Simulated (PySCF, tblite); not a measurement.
Isomers of C3H16Si4. Calculated harmonic vibrations of the isolated species, GFN2-xTB (tblite), most abundant isotopes, no scaling. Errors from tens to a few hundred cm⁻¹ against measured bands are possible. Modes of hydrogen on silicon can be 10 to 20 % off. One conformer each.

Electronic energies: PBE0-D3(BJ)/def2-SVP at its own geometries (PySCF, gas phase).

| SMILES | electronic energy, lowest = 0 (kcal/mol) |
| --- | --- |
| [SiH3]C[SiH2]C[SiH2]C[SiH3] | 0.0 |
| CC(C)[SiH2][SiH2][SiH2][SiH3] | 9.7 |
| CCC[SiH2][SiH]([SiH3])[SiH3] | 8.5 |

Task: How do GFN2-xTB zero-point energies change the relative energies?

Result: 
```csv
SMILES,ZPE (kcal/mol),of it from modes above 1550 cm⁻¹,electronic (kcal/mol),"with ZPE, lowest = 0 (kcal/mol)",lowest mode (cm⁻¹),rings
[SiH3]C[SiH2]C[SiH2]C[SiH3],100.9,57.3,0.0,0.0,13,0
CCC[SiH2][SiH]([SiH3])[SiH3],103.7,58.2,8.5,11.4,11i,0
CC(C)[SiH2][SiH2][SiH2][SiH3],103.8,58.1,9.7,12.7,17,0
```

The zero-point energies span 2.9 kcal/mol, from `[SiH3]C[SiH2]C[SiH2]C[SiH3]` to `CC(C)[SiH2][SiH2][SiH2][SiH3]`. Slightly imaginary modes are left out of the zero-point energy: `CCC[SiH2][SiH]([SiH3])[SiH3]` 11.1i cm⁻¹. The order is unchanged.

Task: And how do the electronic energies of GFN2-xTB itself compare?

Result: `[SiH3]C[SiH2]C[SiH2]C[SiH3]` 0.0; `CCC[SiH2][SiH]([SiH3])[SiH3]` 9.9; `CC(C)[SiH2][SiH2][SiH2][SiH3]` 8.6 kcal/mol, lowest = 0. Against the energies above, taken from the same isomer `[SiH3]C[SiH2]C[SiH2]C[SiH3]`, the largest difference is 1.4 kcal/mol. The two levels were optimised apart and needn't hold the same conformer.
